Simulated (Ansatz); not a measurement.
The same path of H₆OW (8 atoms, charge 0, multiplicity 1) was run twice with different band settings. Lost on the way: W1–H4. Made: O2–H4.

The calculation used RHF/def2-SVP in Ansatz.

Relaxed end points:

```xyz
8
Properties=species:S:1:pos:R:3
W 0.132 0.004 0.251
O 0.526 -0.226 2.027
H 0.325 -0.540 2.894
H 1.328 0.888 -0.528
H -0.296 1.592 -0.106
H -1.505 0.230 -0.082
H -0.617 -1.320 -0.475
H 1.136 -0.909 -0.743
```

```xyz
8
Properties=species:S:1:pos:R:3
W -0.284 -0.093 -0.393
O 0.608 0.302 1.688
H 0.359 -0.191 2.457
H 1.475 0.657 1.819
H 0.332 1.494 -0.712
H -1.771 -0.108 0.495
H 0.808 -1.407 -0.233
H -0.498 -0.935 -1.884
```

Common settings: movable images 7; climbing image yes; optimiser quadratic models (default); start path through a guess of the saddle point; force threshold 0.05 eV/Å; iteration limit 60; end points relaxed.

| run | spring |
| --- | --- |
| 1 | 5.0 eV/Å² |
| 2 | 50.0 eV/Å² |

Q: What does each run give, and how far can it be trusted?

A: Run 1: converged after 41 iterations, highest image 2.749 eV above the first end. The profile has 2 maxima (images 4, 6) with wells between them (image 5): this band takes more than one step, which may be the mechanism or a detour left from its start path. Neighbouring images differ by up to 1.6 eV, so the band resolves the path poorly. A vibrational analysis at the climbing image gives one clearly imaginary mode, 1798i cm⁻¹: a first-order saddle point.
Run 2: converged after 33 iterations, highest image 3.309 eV above the first end. Neighbouring images differ by up to 2.8 eV, so the band resolves the path poorly. The order of the point at the top wasn't checked.
The orbitals stay closed-shell, which can raise the energy where a bond breaks towards radicals; this wasn't checked here.
